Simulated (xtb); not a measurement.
GeI4, charge -1, doublet, at a GFN2-xTB geometry of the parent state (a state made from the parent by changing its charge; the spin is typed, not shown lowest); xtb 6.7.1 with GFN1-xTB.

The xtb input:
```
$ xtb mol.xyz --gfn 1 --chrg -1 --uhf 1 --json

# file mol.xyz
5

I     -0.64226172     2.80508033    -0.74452314
Ge    -0.26333692     0.04304399    -0.11471791
I     -1.70071416    -2.42210698    -0.27615139
I      0.47122681     0.12487011     2.45849719
I      2.03074494    -0.53383228    -1.36855901
```

What the program printed (banner, timings and long lists left out):

```
   ID    Z sym.   atoms
    1   53 I      1, 3-5
    2   32 Ge     2

           -------------------------------------------------
          |                Calculation Setup                |
           -------------------------------------------------

           -------------------------------------------------
          |                 G F N 1 - x T B                 |
           -------------------------------------------------

          ...................................................
          :                      SETUP                      :
          :.................................................:
          :  # basis functions                  50          :
          :  # atomic orbitals                  45          :
          :  # shells                           15          :
          :  # electrons                        33          :
          :  # halogen bonds                     0          :
          :  max. iterations                   250          :
          :  Hamiltonian                  GFN1-xTB          :
          :  restarted?                      false          :
          :  GBSA solvation                  false          :
          :  PC potential                    false          :
          :  electronic temp.          300.0000000     K    :
          :  accuracy                    1.0000000          :
          :  -> integral cutoff          0.2500000E+02      :
          :  -> integral neglect         0.1000000E-07      :
          :  -> SCF convergence          0.1000000E-05 Eh   :
          :  -> wf. convergence          0.2000000E-04 e    :
          :  Broyden damping             0.4000000          :
          :  net charge                         -1          :
          :  unpaired electrons                  1          :
          ...................................................

 iter      E             dE          RMSdq      gap      omega  full diag
   1    -17.3686923 -0.173687E+02  0.117E+01    2.44       0.0  T
   2    -15.7284589  0.164023E+01  0.106E+01    0.64       1.0  T
   3    -17.8455184 -0.211706E+01  0.256E+00    2.57       1.0  T
   4    -17.8543716 -0.885319E-02  0.172E+00    2.61       1.0  T
   5    -17.8517532  0.261839E-02  0.153E+00    2.58       1.0  T
   6    -17.8682231 -0.164700E-01  0.332E-01    2.62       1.0  T
   7    -17.8686961 -0.472946E-03  0.178E-01    2.62       1.0  T
   8    -17.8688921 -0.195992E-03  0.858E-02    2.62       1.0  T
[...]
         :: total energy             -17.866145413987 Eh    ::
[...]
        20                         -0.0051099              -0.1390
        21                          0.1168446               3.1795
        22                          0.1181088               3.2139
        23                          0.1183324               3.2200
        24                          0.1247874               3.3956
        25                          0.1250383               3.4025
        26                          0.1345267               3.6607
        27                          0.1345412               3.6611
        28                          0.1419195               3.8618
       ...                                ...                  ...
        45                          0.6582182              17.9110
      -------------------------------------------------------------
                  HL-Gap            0.0962473 Eh            2.6190 eV
             Fermi-level           -0.1114942 Eh           -3.0339 eV

  Mulliken/CM5 charges         n(s)   n(p)   n(d)
     1I    -0.28743 -0.27131   2.039  5.230  0.019
     2Ge    0.02148 -0.06118   1.513  1.865  0.601
     3I    -0.28743 -0.27131   2.039  5.230  0.019
     4I    -0.22331 -0.19810   2.043  5.166  0.015
     5I    -0.22331 -0.19810   2.043  5.166  0.015

Wiberg/Mayer (AO) data.
largest (>0.10) Wiberg bond orders for each atom

 ---------------------------------------------------------------------------
     #   Z sym  total        # sym  WBO       # sym  WBO       # sym  WBO
 ---------------------------------------------------------------------------
     1  53 I    1.045 --     2 Ge   0.955
     2  32 Ge   4.148 --     5 I    1.119     4 I    1.119     3 I    0.955
                             1 I    0.955
     3  53 I    1.045 --     2 Ge   0.955
     4  53 I    1.244 --     2 Ge   1.119
     5  53 I    1.244 --     2 Ge   1.119
 ---------------------------------------------------------------------------

Topologies differ in total number of bonds
Writing topology from bond orders to xtbtopo.mol

 dipole moment from electron density (au)
     X       Y       Z
   0.3685  -0.0602   0.1606  total (Debye):    1.033

           -------------------------------------------------
          | TOTAL ENERGY              -17.866145413987 Eh   |
          | GRADIENT NORM               0.036943160932 Eh/α |
          | HOMO-LUMO GAP               2.619023385940 eV   |
           -------------------------------------------------

normal termination of xtb
```
